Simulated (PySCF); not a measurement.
# Telling isomers of C8H9B apart by NMR

- coordinates at the PBE0-D3(BJ)/def2-SVP level
- shieldings: GIAO PBE0/pcSseg-1
- run in PySCF
- a single conformation, isolated molecule, non-relativistic, rapidly exchanging positions averaged

Chemical shifts δ = σref − σ; 1H and 13C against TMS, all at this level. Where no couplings were computed, multiplicities follow the n + 1 count of equivalent neighbours, and m marks all less simple cases (inequivalent or close neighbours, rings, F or P nearby). Couplings to H on boron are left out. Carbons bonded to boron are broad in practice. Shifts are as computed. Against solution values, carbons near 30 ppm lie about +2 ppm off and those near 130 ppm about +5 ppm. Of 1211 compounds with measured shifts, 218 miss one by over three times the rms of a fit or turn the order of signals round; such compounds aren't used in these exercises.

(1) Tabulate the signals of `C#C/C=C/CBC#CC`, `C#C/C=C\C#CB(C)C` and their relative energies.

(2) What is the quickest way to tell C#C/C=C/CBC#CC from C#C/C=C\C#CB(C)C?

Results:

(1) 
```json
{"SMILES": "C#C/C=C/CBC#CC", "carbon types": "3×C 3×CH 1×CH2 1×CH3", "δC": "155.7, 145.5, 113.9, 96.6, 85.3, 84.9, 43.7, 7.6", "δH": "6.84 (m, 1H), 6.44 (br, 1H), 5.41 (m, 1H), 2.88 (d, 1H), 2.29 (s, 3H), 2.29 (m, 2H)", "E rel. (kcal/mol)": "13.3"}
{"SMILES": "C#C/C=C\\C#CB(C)C", "carbon types": "3×C 3×CH 2×CH3", "δC": "135.0, 130.9, 124.5, 119.2, 103.1, 83.5, 16.6", "δH": "6.25 (d, 1H), 6.08 (m, 1H), 4.00 (d, 1H), 1.03 (s, 6H)", "E rel. (kcal/mol)": "0.0"}
```

Energies are electronic energies at PBE0/pcSseg-1 on these geometries, without zero-point or thermal terms, each for the one conformer computed, which needn't be the lowest.

(2) Count the carbon signals: 8 against 7. The first has an allylic sp3 CH2 bonded to B at 43.7 ppm, the second an alkyne carbon (C) at 119.2 ppm. Their most deshielded carbons lie at 155.7 and 135.0 ppm. In the proton spectra the most deshielded non-exchanging signals are 6.84 (m, 1H) and 6.25 (d, 1H).
